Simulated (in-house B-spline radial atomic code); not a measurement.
## RPA and G0W0 on CAM-B3LYP: Ge⁴⁺

Configuration [Ar] 3d10, mean-field start CAM-B3LYP. Computed with a B-spline radial code for spherical atoms: all electrons, non-relativistic, point nucleus, each spin shell either full or empty, empty states to l = 9 with an (l + 1/2)⁻⁴ tail; G0W0 by contour deformation at full frequency.

Command:
```bash
python run_gw.py task.json out
```
Settings (radii: box in bohr, nucleus in fm):
```
Z                        32
electrons                28
configuration            [Ar] 3d10
hamiltonian              nr
method                   camb3lyp
lmax                     9
spin_polarised           False
box_radius               11.96
intervals                50
```

Time taken, with all properties: 2.2 s on 1 thread of Arm Neoverse N1, on a shared host.

Energies (hartree):

| term | value |
| --- | --- |
| mean-field total | -2073.28069 |
| Hartree-Fock functional on these orbitals | -2071.72857 |
| direct second order | -2.3982 |
| second-order exchange | 0.69315 |
| SOSEX correction | 0.6373 |

(1) What is the RPA correlation energy, and what remains with SOSEX?

Quasi-particle levels (eV):

```json
{"level": "3d", "occupied": "yes", "mean field": "-83.86", "Σx - vxc": "-10.10", "Σc": "?", "QP weight": "?", "G0W0": "?"}
{"level": "4s", "occupied": "no", "mean field": "-48.94", "Σx - vxc": "4.98", "Σc": "-1.28", "QP weight": "0.990", "G0W0": "-45.23"}
```

G0W0 = mean field + (Σx - vxc) + Σc, with Σc (partial-wave tail included) taken at the quasi-particle energy. Only the outer levels were computed. Levels of low weight are left out.

(2) Where does G0W0 put 3d?

Answers

(1) RPA gives -2.0706 hartree (-2.01 eV per electron); RPA + SOSEX gives -1.4333, and the second-order doubles -1.705 hartree (no singles). RPA lacks exchange-type terms and so overcorrelates at short range.

(2) At -91.80 eV, with Σc = 2.16 eV and a quasi-particle weight of 0.950. The tabulated removal energy is 90.5 ± 0.019 eV (NIST, measured); the calculation leaves out relativity, Breit and QED terms, and what these don't explain is the method's own error.
